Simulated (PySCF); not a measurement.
C4H2BrF, SMILES C(#C)/C=C(/Br)F.

Geometry: PBE-D3(BJ)/def2-SVP. The structure was generated by enumeration; whether it is a known compound was not checked.

Calculation: TDDFT-CAM-B3LYP/def2-SVPD (PySCF 2.14.0).

Vertical excitations.  State labels are in the subgroup Cs.

```tsv
state	symmetry	energy (eV)	λ (nm)	f	main pairs
S1	A"	5.18	239	0.000	HOMO→LUMO+1 74 %
S2	A'	5.28	235	0.409	HOMO→LUMO 87 %
S3	A"	5.36	231	0.000	HOMO−1→LUMO 85 %
S4	A"	6.06	205	0.001	HOMO→LUMO+2 38 %, HOMO→LUMO+7 20 %, HOMO−3→LUMO+1 11 %, HOMO→LUMO+3 8 %
S5	A"	6.71	185	0.008	HOMO→LUMO+2 48 %, HOMO→LUMO+3 26 %, HOMO→LUMO+5 12 %
S6	A'	6.76	183	0.001	HOMO−2→LUMO+1 90 %
S7	A"	6.83	182	0.000	HOMO−2→LUMO 97 %
S8	A'	6.85	181	0.237	HOMO−3→LUMO 56 %, HOMO−1→LUMO+1 9 %
S9	A"	7.45	167	0.000	HOMO−3→LUMO+1 58 %, HOMO−4→LUMO+1 23 %
S10	A"	7.55	164	0.002	HOMO→LUMO+3 49 %, HOMO→LUMO+5 17 %, HOMO→LUMO+4 14 %, HOMO−3→LUMO+2 8 %
T1	A'	3.12	398	0	HOMO→LUMO 92 %
T2	A"	4.73	262	0	HOMO→LUMO+1 67 %, HOMO−1→LUMO 14 %
T3	A"	5.04	246	0	HOMO−1→LUMO 70 %, HOMO→LUMO+1 16 %
T4	A'	5.24	237	0	HOMO−1→LUMO+1 15 %, HOMO−1→LUMO+3 15 %, HOMO−1→LUMO+7 13 %, HOMO−1→LUMO+5 13 %
```
Triplets are in the Tamm–Dancoff approximation, which puts them higher than full response would, so one can lie above its singlet here.
